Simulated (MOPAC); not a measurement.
MOPAC input (PM3):

```
PM3 PRECISE GNORM=0.05 LET XYZ CHARGE=-1 GEO-OK AUX(PRECISION=9) THREADS=1
C3H7Si

C    -2.23299100 1   -0.22622800 1    0.03777100 1
C    -1.03161000 1   -0.61937300 1   -0.40643700 1
C     0.09257600 1    0.23173100 1   -0.81754500 1
Si    1.47924300 1    0.37358900 1    0.65305300 1
H    -2.50120700 1    0.82464400 1    0.08241300 1
H    -2.96858300 1   -0.93643300 1    0.39812100 1
H    -0.81527300 1   -1.68708400 1   -0.39226900 1
H     0.60188100 1   -0.19532900 1   -1.68422600 1
H    -0.24462000 1    1.24265800 1   -1.06391000 1
H     2.70467800 1    0.34761800 1   -0.29340700 1
H     1.54587500 1   -1.14310100 1    0.92779200 1
```

Output:

```
 *******************************************************************************
 **                                                                           **
 **                              MOPAC v23.2.5                                **
 **                                                                           **
 *******************************************************************************
 ** MOPAC's Digital Object Identifier: https://doi.org/10.5281/zenodo.6511958 **
 **                                                                           **
 ** Please cite the open-source release paper for use of this MOPAC version:  **
 ** J. E. Moussa and J. J. P. Stewart (2026)                                  **
 ** MOPAC: An open-source semiempirical molecular orbital program             **
 ** J. Open Source Softw., 11(119), 8025, https://doi.org/10.21105/joss.08025 **
 *******************************************************************************

                              PM3 CALCULATION RESULTS

 *******************************************************************************
 *  PM3        - The PM3 Hamiltonian to be used
 *  GEO-OK     - OVERRIDE INTERATOMIC DISTANCE AND OTHER SAFETY CHECKS
 *
 *
 *
 *                 CHARGE ON SYSTEM = -1
 *
 *
 *
 *  LET        - OVERRIDE SOME SAFETY CHECKS
 *  PRECISE    - TIGHTER CRITERIA TO BE USED
 *  XYZ        - CARTESIAN COORDINATE SYSTEM TO BE USED
 *  GNORM      - EXIT WHEN GRADIENT NORM DROPS BELOW 0.050
 *  AUX        - OUTPUT AUXILIARY INFORMATION
 *******************************************************************************
PM3 PRECISE GNORM=0.05 LET XYZ CHARGE=-1 GEO-OK AUX(PRECISION=9) THREADS=1
 C3H7Si

   ATOM   CHEMICAL          X               Y               Z
  NUMBER   SYMBOL      (ANGSTROMS)     (ANGSTROMS)     (ANGSTROMS)

     1       C         -2.23299100  *  -0.22622800  *   0.03777100  *
     2       C         -1.03161000  *  -0.61937300  *  -0.40643700  *
     3       C          0.09257600  *   0.23173100  *  -0.81754500  *
     4      Si          1.47924300  *   0.37358900  *   0.65305300  *
     5       H         -2.50120700  *   0.82464400  *   0.08241300  *
     6       H         -2.96858300  *  -0.93643300  *   0.39812100  *
     7       H         -0.81527300  *  -1.68708400  *  -0.39226900  *
     8       H          0.60188100  *  -0.19532900  *  -1.68422600  *
     9       H         -0.24462000  *   1.24265800  *  -1.06391000  *
    10       H          2.70467800  *   0.34761800  *  -0.29340700  *
    11       H          1.54587500  *  -1.14310100  *   0.92779200  *

          CARTESIAN COORDINATES

    NO.       ATOM           X           Y           Z

     1         C         -2.2330     -0.2262      0.0378
     2         C         -1.0316     -0.6194     -0.4064
     3         C          0.0926      0.2317     -0.8175
     4        Si          1.4792      0.3736      0.6531
     5         H         -2.5012      0.8246      0.0824
     6         H         -2.9686     -0.9364      0.3981
     7         H         -0.8153     -1.6871     -0.3923
     8         H          0.6019     -0.1953     -1.6842
     9         H         -0.2446      1.2427     -1.0639
    10         H          2.7047      0.3476     -0.2934
    11         H          1.5459     -1.1431      0.9278

  H: (PM3): J. J. P. STEWART, J. COMP. CHEM. 10, 209 (1989).
  C: (PM3): J. J. P. STEWART, J. COMP. CHEM. 10, 209 (1989).
 Si: (PM3): J. J. P. STEWART, J. COMP. CHEM. 10, 209 (1989).

           Empirical Formula: C3 H7 Si  =    11 atoms

      MOLECULAR POINT GROUP   :   C1

      RHF CALCULATION, NO. OF DOUBLY OCCUPIED LEVELS = 12

          Geometry optimization using EF

          DIAGONAL MATRIX USED AS START HESSIAN

 CYCLE:     1  GRAD.:    41.374 HEAT: -1.555644
 CYCLE:     2  GRAD.:   284.452 HEAT:  10.44863
 CYCLE:     3  GRAD.:   293.526 HEAT:  19.13755
 CYCLE:     4  GRAD.:   195.496 HEAT:  7.269374
 CYCLE:     5  GRAD.:   178.488 HEAT:  1.517776
 CYCLE:     6  GRAD.:   133.626 HEAT:  1.499265
 CYCLE:     7  GRAD.:   311.224 HEAT:  15.27860
 CYCLE:     8  GRAD.:   192.125 HEAT:  8.099431
 CYCLE:     9  GRAD.:   231.986 HEAT:  7.062280
 CYCLE:    10  GRAD.:   130.239 HEAT:  1.634547
 CYCLE:    11  GRAD.:   125.488 HEAT:  1.737247
 CYCLE:    12  GRAD.:   128.662 HEAT:  2.559313
 CYCLE:    13  GRAD.:    96.304 HEAT: 0.2678806
 CYCLE:    14  GRAD.:    81.560 HEAT:-0.2660218
 CYCLE:    15  GRAD.:    73.365 HEAT: -2.127195
 CYCLE:    16  GRAD.:   113.968 HEAT: 0.4505396
 CYCLE:    17  GRAD.:    26.395 HEAT: -3.634494
 CYCLE:    18  GRAD.:    23.484 HEAT: -3.784491
 CYCLE:    19  GRAD.:     6.019 HEAT: -4.002520
 CYCLE:    20  GRAD.:     6.125 HEAT: -4.014945
 CYCLE:    21  GRAD.:     1.220 HEAT: -4.029230
 CYCLE:    22  GRAD.:     1.752 HEAT: -4.033004
 CYCLE:    23  GRAD.:     1.725 HEAT: -4.041052
 CYCLE:    24  GRAD.:     1.294 HEAT: -4.053666
 CYCLE:    25  GRAD.:     0.943 HEAT: -4.056492
 CYCLE:    26  GRAD.:     1.691 HEAT: -4.061787
 CYCLE:    27  GRAD.:     2.458 HEAT: -4.075738
 CYCLE:    28  GRAD.:     1.487 HEAT: -4.082911
 CYCLE:    29  GRAD.:     0.961 HEAT: -4.088764
 CYCLE:    30  GRAD.:     2.295 HEAT: -4.097216
 CYCLE:    31  GRAD.:     4.210 HEAT: -4.112514
 CYCLE:    32  GRAD.:     6.334 HEAT: -4.138486
 CYCLE:    33  GRAD.:     2.421 HEAT: -4.169570
 CYCLE:    34  GRAD.:     6.395 HEAT: -4.169450
 CYCLE:    35  GRAD.:     2.035 HEAT: -4.198339
 CYCLE:    36  GRAD.:     1.498 HEAT: -4.209322
 CYCLE:    37  GRAD.:     2.042 HEAT: -4.224254
 CYCLE:    38  GRAD.:     1.506 HEAT: -4.228972
 CYCLE:    39  GRAD.:     1.113 HEAT: -4.237803
 CYCLE:    40  GRAD.:     1.607 HEAT: -4.247602
 CYCLE:    41  GRAD.:     4.516 HEAT: -4.256917
 CYCLE:    42  GRAD.:     3.385 HEAT: -4.257578
 CYCLE:    43  GRAD.:     2.460 HEAT: -4.270504
 CYCLE:    44  GRAD.:     1.395 HEAT: -4.278210
 CYCLE:    45  GRAD.:     2.633 HEAT: -4.295549
 CYCLE:    46  GRAD.:     2.247 HEAT: -4.303917
 CYCLE:    47  GRAD.:     2.246 HEAT: -4.313343
 CYCLE:    48  GRAD.:     3.022 HEAT: -4.319290
 CYCLE:    49  GRAD.:     1.166 HEAT: -4.333878
 CYCLE:    50  GRAD.:     1.098 HEAT: -4.350611
 CYCLE:    51  GRAD.:     1.164 HEAT: -4.362321
 CYCLE:    52  GRAD.:     1.405 HEAT: -4.368385
 CYCLE:    53  GRAD.:     0.997 HEAT: -4.370591
 CYCLE:    54  GRAD.:     0.599 HEAT: -4.371828
 CYCLE:    55  GRAD.:     0.217 HEAT: -4.372078
 CYCLE:    56  GRAD.:     0.139 HEAT: -4.372210
 CYCLE:    57  GRAD.:     0.077 HEAT: -4.372248
 CYCLE:    58  GRAD.:     0.096 HEAT: -4.372275
 CYCLE:    59  GRAD.:     0.103 HEAT: -4.372280
 CYCLE:    60  GRAD.:     0.083 HEAT: -4.372287
 CYCLE:    61  GRAD.:     0.068 HEAT: -4.372293
 CYCLE:    62  GRAD.:     0.041 HEAT: -4.372308

     GRADIENT =  0.04065 IS LESS THAN CUTOFF =  0.05000

 -------------------------------------------------------------------------------
 PM3 PRECISE GNORM=0.05 LET XYZ CHARGE=-1 GEO-OK AUX(PRECISION=9) THREADS=1
 C3H7Si

     GEOMETRY OPTIMISED USING EIGENVECTOR FOLLOWING (EF).
     SCF FIELD WAS ACHIEVED

                              PM3 CALCULATION
                                                       MOPAC v23.2.5 Linux

          FINAL HEAT OF FORMATION =         -4.37231 KCAL/MOL =     -18.29374 KJ/MOL

          COSMO AREA              =        128.47 SQUARE ANGSTROMS
          COSMO VOLUME            =        119.62 CUBIC ANGSTROMS

          GRADIENT NORM           =          0.04065          =       0.01226 PER ATOM
          IONIZATION POTENTIAL    =          2.524133 EV
          HOMO LUMO ENERGIES (EV) =         -2.524  5.083
          NO. OF FILLED LEVELS    =         12
          MOLECULAR WEIGHT        =         71.1738         POINT GROUP:  C1

          MOLECULAR DIMENSIONS (Angstroms)

            Atom       Atom       Distance
            H    10    H     6     5.81251
            H    11    H     5     3.48522
           Si     4    H     8     2.35361

          SCF CALCULATIONS        =         63

   ATOM   CHEMICAL          X               Y               Z
  NUMBER   SYMBOL      (ANGSTROMS)     (ANGSTROMS)     (ANGSTROMS)

     1       C         -2.24953454  *  -0.14266670  *  -0.06231112  *
     2       C         -1.01231499  *  -0.61123044  *  -0.22494737  *
     3       C          0.10159262  *   0.16736646  *  -0.77485203  *
     4      Si          1.42991398  *   0.18356339  *   0.62630136  *
     5       H         -2.53764373  *   0.86924912  *  -0.32726750  *
     6       H         -3.04392910  *  -0.72912633  *   0.38571379  *
     7       H         -0.76341440  *  -1.63589210  *   0.08199551  *
     8       H          0.47700059  *  -0.29531051  *  -1.69998149  *
     9       H         -0.18630386  *   1.19942835  *  -1.02914135  *
    10       H          2.46202388  *   1.08453203  *  -0.03902291  *
    11       H          2.13478953  *  -1.13118443  *   0.31502880  *

                             CARTESIAN COORDINATES

   1    C       -2.249534540    -0.142666699    -0.062311122
   2    C       -1.012314989    -0.611230442    -0.224947373
   3    C        0.101592616     0.167366460    -0.774852034
   4   Si        1.429913984     0.183563387     0.626301362
   5    H       -2.537643727     0.869249115    -0.327267498
   6    H       -3.043929100    -0.729126333     0.385713793
   7    H       -0.763414396    -1.635892105     0.081995508
   8    H        0.477000592    -0.295310515    -1.699981494
   9    H       -0.186303858     1.199428346    -1.029141353
  10    H        2.462023880     1.084532028    -0.039022910
  11    H        2.134789528    -1.131184431     0.315028805

           Empirical Formula: C3 H7 Si  =    11 atoms

      MOLECULAR POINT GROUP   :   C1

                  EIGENVALUES
 -31.07628 -22.18179 -15.64106 -12.44586 -11.12187  -9.99044  -9.47760  -8.16455
  -7.09060  -5.83711  -5.23029  -2.52413   5.08258   6.03969   6.68246   6.78169
   7.57037   7.83466   8.15965   8.69198   8.73788   9.64445   9.97410

              NET ATOMIC CHARGES AND DIPOLE CONTRIBUTIONS

  ATOM NO.   TYPE          CHARGE      No. of ELECS.   s-Pop       p-Pop
    1          C          -0.298002        4.2980     1.18242     3.11559
    2          C          -0.002714        4.0027     1.18285     2.81987
    3          C          -0.258823        4.2588     1.16771     3.09111
    4         Si          -0.406429        4.4064     1.57316     2.83327
    5          H           0.073093        0.9269     0.92691
    6          H           0.059773        0.9402     0.94023
    7          H           0.082369        0.9176     0.91763
    8          H           0.042109        0.9579     0.95789
    9          H           0.054777        0.9452     0.94522
   10          H          -0.171852        1.1719     1.17185
   11          H          -0.174301        1.1743     1.17430
 DIPOLE           X         Y         Z       TOTAL
 POINT-CHG.    -5.474    -0.769    -0.816     5.588
 HYBRID         0.784    -0.693    -3.712     3.857
 SUM           -4.690    -1.462    -4.528     6.682

          ATOMIC ORBITAL ELECTRON POPULATIONS

     Atom    s        px        py        pz
    1  C   1.18242   0.98036   1.01199   1.12323
    2  C   1.18285   0.92511   0.97456   0.92020
    3  C   1.16771   1.05459   0.99291   1.04361
    4 Si   1.57316   0.81725   0.88369   1.13234
    5  H   0.92691
    6  H   0.94023
    7  H   0.91763
    8  H   0.95789
    9  H   0.94522
   10  H   1.17185
   11  H   1.17430

 **********************
 *                    *
 * JOB ENDED NORMALLY *
 *                    *
 **********************

 == MOPAC DONE ==
```

The dipole moment of an ion depends on the origin.

The geometry given is a B3LYP-D3(BJ)/def2-TZVP minimum.
